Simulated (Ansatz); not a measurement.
The molecule BO, multiplicity 2 (the spin of the measured ground state).

D_e counts from the fitted minimum to each atom's lowest state at the same level, without counterpoise.

Cores are frozen in the correlated methods.

Run with Ansatz (Gaussian orbitals). Values without a source in brackets are computed.

| level | bond energy D_e (kcal/mol) |
|---|---|
| SVWN5/def2-TZVPP | 232.84 |
| PBE/def2-TZVPP | 207.07 |
| r2SCAN/def2-TZVPP | 200.94 |
| wB97X-V/def2-TZVPP | 191.17 |
| wB97M-V/def2-TZVPP | 193.86 |
| B2PLYP/def2-TZVPP | 195.80 |
| CCSD/def2-TZVPP | 180.71 |
| CCSD/aug-cc-pVQZ | ? |
| CCSD(T)/def2-QZVPP | 191.10 |

Problem. What belongs in the gaps?

Solution. 
- CCSD/aug-cc-pVQZ, bond energy D_e (kcal/mol): 184.89

Ansatz is a first-principles code.
